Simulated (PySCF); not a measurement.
Exercise with solution: refractive index and permittivity of the vapour

H2W, SMILES [WH2] (connectivity only; charge and spin as stated), neutral, multiplicity 5.

Geometry optimised at PBE-D3(BJ)/def2-TZVPD. The multiplicity is an assumed one; other spin states were not compared. The def2 effective core potentials stand for the cores of W; spin–orbit coupling is left out.

PBE/def2-TZVPD (PySCF) gives a mean static polarisability of 56.1 bohr³ and a dipole moment of 1.98 D. Take an ideal gas at 298.15 K and 0.1 bar, whether or not the substance is that volatile.

Work out n − 1 in the optical limit and the static ε − 1.


Polarisability volume α' = 56.1 × 0.148185 = 8.31 Å³. Number density N = p/kT = 2.43e-6 Å⁻³.
Dilute limit of Lorentz–Lorenz: n − 1 = 2π N α' = 0.00013.
Orientation term of Debye: μ²/(3kT) = 8.098 Å³ × μ²(D²) = 31.75 Å³.
ε − 1 = 4π N (α' + μ²/3kT) = 0.0012. Orientation of the dipole supplies 79 % of the static response; it can't follow optical fields. Vibrational polarisation and dispersion are left out.
